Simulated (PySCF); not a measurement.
Precursor series Cd Br-H. All species are isolated molecules in the gas phase.

Method: PBE-D3(BJ)/def2-TZVP // PBE-D3(BJ)/def2-SVP (PySCF). 

```
species                                LUMO (eV)  mean distance from the central atom to its bonded neighbours (Å)  charge on the central atom (Mulliken) (e)
-------------------------------------  ---------  ----------------------------------------------------------------  -----------------------------------------
0 of 2 Br replaced by H ([Cd(Br)2])        -3.25                                                             2.420                                          …
1 of 2 Br replaced by H ([Cd(Br)(H)])      -1.86                                                             2.048                                       0.47
2 of 2 Br replaced by H ([Cd(H)2])             …                                                             1.686                                       0.25
```

Fill in the missing entries.


- 0 of 2 Br replaced by H ([Cd(Br)2]), charge on the central atom (Mulliken) (e): 0.66
- 2 of 2 Br replaced by H ([Cd(H)2]), LUMO (eV): -1.39
